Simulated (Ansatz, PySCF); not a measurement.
This PySCF input computes a CAM-B3LYP/def2-TZVPD energy:

```python
from pyscf import gto, scf, dft

mol = gto.M(
    atom='''
    As   -0.02388811   -0.04908631   -0.02812370
    H    -0.00211194    1.45250692   -0.32091890
    H     0.79041952    0.16734137    1.24900104
    ''',
    basis='def2-tzvpd',
    charge=0,
    spin=1,
    verbose=4,
)

mf = dft.UKS(mol, xc='camb3lyp').density_fit(auxbasis='def2-universal-jkfit')
mf.grids.level = 3
mf.conv_tol = 1e-9
mf.max_cycle = 100
mf.max_memory = 1500
mf.kernel()
if not mf.converged:
    mf = mf.newton()
    mf.kernel(mf.make_rdm1())
for _ in range(2):
    mo, _, stable, _ = mf.stability(return_status=True)
    if stable:
        break
    mf.kernel(mf.make_rdm1(mo, mf.mo_occ))
mf.analyze()
```

Q: Write an input for the same energy in Ansatz (an electronic-structure program) and say what it gives.

A: 
Ansatz 0.2 input:
```yaml
crystal:
  periodic: [false, false, false]
  atoms:
    - {symbol: As, position_ang: [-0.02388811, -0.04908631, -0.02812370]}
    - {symbol: H, position_ang: [-0.00211194, 1.45250692, -0.32091890]}
    - {symbol: H, position_ang: [0.79041952, 0.16734137, 1.24900104]}
basis:
  gaussian:
    orbitals: def2-TZVPD
hamiltonian:
  xc: {name: CAM-B3LYP}
magnetization: {spin_polarized: true, initial_magnetization: 1}
output: {forces: true}
```
It gives -2237.15850 Eh, and PySCF -2237.15855 Eh, a difference of 0.05 mEh, from the treatment of integrals and grids.
